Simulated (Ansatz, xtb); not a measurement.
# C3H5GeNSi: 4 structures ranked

4 gas-phase structures of C3H5GeNSi, from a drawn sample of its isomers (lower ones may exist). Each was relaxed with GFN2-xTB; where two conformers were screened, the lower at r2SCAN-D4/def2-SVP//GFN2-xTB is listed:

A. `C#C[Si@@H]([GeH3])C#N`, a singlet
B. `C#C[SiH2][GeH2][C]#N`, a singlet
C. `C#[C][Ge@@H]([SiH3])[C]#N`, a singlet
D. `C#[C][GeH2][SiH2]C#N`, a singlet

Estimate their order in r2SCAN-D4/def2-SVP//GFN2-xTB energy at these geometries, lowest first.

Calculated order at r2SCAN-D4/def2-SVP//GFN2-xTB: A (0.000), B (0.106), D (0.169), C (0.350) eV.

Energies above the lowest of each column, in eV; the last columns are at r2SCAN-D4/def2-SVP geometries:

```tsv
structure	GFN2-xTB	HF/STO-3G	r2SCAN-D4/def2-SVP//GFN2-xTB	r2SCAN-D4/def2-SVP	CCSD(T)/def2-SVP + ΔMP2/def2-TZVPP
A	0.258	0.000	0.000	0.000	0.000
B	0.040	0.043	0.106	0.140	0.093
D	0.185	0.002	0.169	0.210	0.154
C	0.000	0.083	0.350	0.389	0.266
```

CCSD(T)/def2-SVP + ΔMP2/def2-TZVPP puts A lowest; GFN2-xTB picks C. Flexible structures stand in one conformer each, not always the lowest. ΔMP2 is the change of the MP2 energy from the smaller to the larger basis.

Over these structures GFN2-xTB departs from r2SCAN-D4/def2-SVP//GFN2-xTB by 0.172 eV on average once a common shift is removed. A GFN2-xTB relaxation took about 0.24 s and the r2SCAN-D4/def2-SVP//GFN2-xTB energy about 4.1 s on a shared host (Ansatz 0.2.0, xtb 6.7.1).
